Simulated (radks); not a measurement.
All-electron atom: Sm3+ in [Xe] 4f5.

Method: non-relativistic Kohn-Sham, BLYP, spin-unpolarised, spherical densities, point nucleus; relativity is left out, which matters for an element this heavy; computed with a radial shooting solver on a logarithmic mesh with Libxc functionals.

Energy parts (eV):
| part | energy |
|---|---|
| total | -273112.57 |
| kinetic | 273039.49 |
| electron-nucleus | -645935.08 |
| Hartree | 105941.10 |
| exchange-correlation | -6158.07 |

Orbitals (lengths in bohr, moments of r in powers of bohr; r(max) is where P^2 peaks):
orbital	occ.	eigenvalue (eV)	r(max)	<1/r>
1s	2	-44082.18	0.01622	61.46
2s	2	-6990.364	0.08901	14.26
2p	6	-6640.265	0.06933	14.28
3s	2	-1550.731	0.2488	5.349
3p	6	-1396.311	0.2359	5.287
3d	10	-1108.479	0.1889	5.181
4s	2	-327.7657	0.5695	2.278
4p	6	-268.2530	0.5762	2.185
4d	10	-162.6808	0.5864	1.980
4f	5	-36.0813	0.5913	1.488
5s	2	-65.3173	1.317	0.9013
5p	6	-48.8493	1.432	0.8041

The highest occupied level is 4f at -36.081 eV. The electron density at the nucleus is 1.695e+05 e/bohr^3. Summed over all electrons, <r^2> = 37.28 bohr^2, which gives a Langevin (diamagnetic) susceptibility term of -29.5 x 10^-6 cm^3/mol. Virial ratio -V/T = 2.00027.
